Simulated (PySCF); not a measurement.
Cartesian coordinates in Å; atom numbers follow the order of the lines, from 1:
```xyz
34

C    -4.3075   -1.5010   -0.4278
C    -4.3249   -0.0095   -0.1239
C    -2.9422    0.6317   -0.0352
C    -2.1067    0.1314    1.1319
S    -0.5050    0.9885    1.3418
Si    0.6590    0.2352   -0.3182
C     0.2024   -1.5588   -0.6471
C     0.4288    1.2601   -1.8746
C     2.4405    0.3596    0.2735
C     2.7900   -0.0539    1.5692
C     4.1126   -0.0136    2.0041
C     5.1145    0.4472    1.1498
C     4.7871    0.8688   -0.1374
C     3.4615    0.8252   -0.5686
H    -3.8077   -2.0803    0.3641
H    -5.3274   -1.9018   -0.5284
H    -3.7767   -1.7073   -1.3719
H    -4.8714    0.1726    0.8187
H    -4.8997    0.5126   -0.9071
H    -3.0380    1.7263    0.0497
H    -2.3986    0.4493   -0.9791
H    -2.6382    0.3040    2.0815
H    -1.9223   -0.9510    1.0678
H     0.8731   -1.9677   -1.4196
H     0.3231   -2.1654    0.2632
H    -0.8328   -1.6672   -1.0062
H     0.6667    2.3168   -1.6805
H    -0.6120    1.2072   -2.2268
H     1.0772    0.8988   -2.6894
H     2.0068   -0.3957    2.2526
H     4.3637   -0.3379    3.0172
H     6.1524    0.4825    1.4905
H     5.5672    1.2370   -0.8086
H     3.2240    1.1644   -1.5808
```

Geometry: PBE0-D3(BJ)/def2-SVP; GIAO shifts from PySCF 2.14.0 with density-fitted response routines, gas phase, non-relativistic, averaged over equivalent atoms.

At PBE0/pcSseg-1 (352 basis functions):
```json
{"atoms": "C9", "δ (ppm)": "141.9"}
{"atoms": "C10/C14", "δ (ppm)": "140.6"}
{"atoms": "C12", "δ (ppm)": "135.6"}
{"atoms": "C11/C13", "δ (ppm)": "133.1"}
{"atoms": "C3", "δ (ppm)": "39.3"}
{"atoms": "C4", "δ (ppm)": "30.6"}
{"atoms": "C2", "δ (ppm)": "25.3"}
{"atoms": "C1", "δ (ppm)": "14.4"}
{"atoms": "C7/C8", "δ (ppm)": "2.2"}
{"atoms": "S5", "δ (ppm)": "-125.9"}
{"atoms": "Si6", "δ (ppm)": "14.7"}
{"atoms": "H30/H34", "δ (ppm)": "7.83"}
{"atoms": "H32", "δ (ppm)": "7.46"}
{"atoms": "H31/H33", "δ (ppm)": "7.45"}
{"atoms": "H22/H23", "δ (ppm)": "2.36"}
{"atoms": "H20/H21", "δ (ppm)": "1.48"}
{"atoms": "H18/H19", "δ (ppm)": "1.36"}
{"atoms": "H15/H16/H17", "δ (ppm)": "0.96"}
{"atoms": "H24/H25/H26/H27/H28/H29", "δ (ppm)": "0.52"}
```

Referencing at the same level of theory: TMS for ¹³C (184.41 ppm) and ²⁹Si (351.99 ppm) and ¹H (31.27 ppm); ³³S (495.66 ppm) vs CS2.

Predict the values at CAM-B3LYP/pcSseg-1 on the same geometry.

## Answers


```tsv
atoms	δ at CAM-B3LYP/pcSseg-1	change
C9	146.2	+4.3
C10/C14	144.2	+3.6
C12	139.2	+3.6
C11/C13	136.6	+3.5
C3	39.7	+0.4
C4	29.9	-0.7
C2	25.2	-0.1
C1	14.2	-0.2
C7/C8	2.1	-0.1
S5	-123.9	+2.0
Si6	16.1	+1.4
H30/H34	7.78	-0.05
H32	7.43	-0.03
H31/H33	7.40	-0.05
H22/H23	2.26	-0.10
H20/H21	1.45	-0.03
H18/H19	1.34	-0.02
H15/H16/H17	0.98	+0.02
H24/H25/H26/H27/H28/H29	0.49	-0.03
```

Referencing at the same level of theory: ¹³C (σref 182.45), ²⁹Si (σref 343.41), ¹H (σref 31.33) vs TMS; ³³S (σref 487.21) vs CS2.

The largest change is at C9 (substituted aromatic carbon). Cost: 352 basis functions. The order of the carbon signals is the same at both levels.
